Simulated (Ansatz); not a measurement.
Spectroscopic constants of BS, multiplicity 2 (the spin of the measured ground state).

Constants: fifth-degree fit in 1/R to seven points, most abundant isotopes. In def2 and cc sets the state is the lowest found near the PBE0 minimum, followed along R.

Cores are frozen in the correlated methods. CBS(a, b) extrapolates the correlation energy as X⁻³ and adds the Hartree–Fock energy of set b.

Codes used: Ansatz (Gaussian orbitals). Each number belongs to the level named beside it.

Doubts at one or more of the structures used: a spin-contaminated determinant (CCSD(T)/aug-cc-pV(T+d)Z, CCSD(T)/def2-TZVPP, CCSD(T)/aug-cc-pV(Q+d)Z, CCSD(T)/def2-QZVPP, CCSD(T)/CBS(aug-cc-pV(T+d)Z, aug-cc-pV(Q+d)Z), CCSD(T)/CBS(def2-TZVPP, def2-QZVPP)).

Quantity: ω_e, from seven points a level.

Costs are ratios of core time to PBE/def2-TZVPP (roughly 9 s), for whole runs (searches for the state included, and forces where a run took them) on one shared machine, so rough; each error counts from the measured 1179.9 cm⁻¹ [Irikura, J. Phys. Chem. Ref. Data 36, 389 (2007)].

| level | basis functions | cost |
|---|---|---|
| PBE/def2-TZVPP | 73 | ×1 |
| B3LYP/def2-TZVPP | 73 | ×1 |
| BHLYP/def2-TZVPP | 73 | ×1 |
| CAM-B3LYP/def2-TZVPP | 73 | ×2 |
| r2SCAN/def2-TZVPP | 73 | ×2 |
| wB97M-V/def2-TZVPP | 73 | ×3 |
| CCSD(T)/def2-TZVPP | 73 | ×4 |
| CCSD(T)/aug-cc-pV(T+d)Z | 101 | ×7 |
| CCSD(T)/def2-QZVPP | 127 | ×20 |
| CCSD(T)/CBS(def2-TZVPP, def2-QZVPP) | - | ×20 |
| CCSD(T)/aug-cc-pV(Q+d)Z | 169 | ×40 |
| CCSD(T)/CBS(aug-cc-pV(T+d)Z, aug-cc-pV(Q+d)Z) | - | ×50 |

Task: Which is the cheapest listed level whose error stays within 12 cm⁻¹?

Result: B3LYP/def2-TZVPP (5 cm⁻¹, cost ×1).

Task: What does the step from CCSD(T)/aug-cc-pV(T+d)Z to CCSD(T)/aug-cc-pV(Q+d)Z cost and buy?

Result: 101 to 169 functions, cost ×5 (rough); the error goes from -7 to 1 cm⁻¹.

Each error (cm⁻¹): PBE/def2-TZVPP -18; B3LYP/def2-TZVPP 5; BHLYP/def2-TZVPP 50; CAM-B3LYP/def2-TZVPP 41; r2SCAN/def2-TZVPP 15; wB97M-V/def2-TZVPP 33; CCSD(T)/def2-TZVPP 1; CCSD(T)/aug-cc-pV(T+d)Z -7; CCSD(T)/def2-QZVPP 2; CCSD(T)/CBS(def2-TZVPP, def2-QZVPP) 5; CCSD(T)/aug-cc-pV(Q+d)Z 1; CCSD(T)/CBS(aug-cc-pV(T+d)Z, aug-cc-pV(Q+d)Z) 6.

Ansatz is an electronic-structure program.
